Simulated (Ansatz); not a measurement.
The same silylene extrusion along the group O, S, Se.

Computed with Ansatz on PBE0-D4/def2-TZVP structures; ΔE is electronic, products minus reactants. CBS: MP2 limit from def2 TZ/QZ plus the TZ coupled-cluster correction, frozen cores. This one scheme is used for every species. Functionals use def2-TZVPP. For Se outer-core shells are correlated without core-valence functions, which leaves a few kJ/mol of doubt a bond. Scalar relativity is left out up to krypton. One conformer a species, not always the lowest.

| reaction | PBE-D4 (kcal/mol) | PBE0-D4 (kcal/mol) | r2SCAN-D4 (kcal/mol) | ωB97X-V (kcal/mol) | CCSD(T)/CBS(def2) (kcal/mol) |
| --- | --- | --- | --- | --- | --- |
| `N=C(O)[SiH3]` → `N=CO` + `[SiH2]` | 54.7 | 55.8 | 58.2 | 55.8 | 53.6 |
| `N=C([SiH3])S` → `N=CS` + `[SiH2]` | 55.6 | 56.6 | 59.1 | 55.9 | 54.6 |
| `N=C([SiH3])[SeH]` → `N=C[SeH]` + `[SiH2]` | 56.8 | 57.9 | 60.2 | 57.3 | 55.9 |

Largest T1 diagnostic: 0.014, for `N=C(O)[SiH3]`.
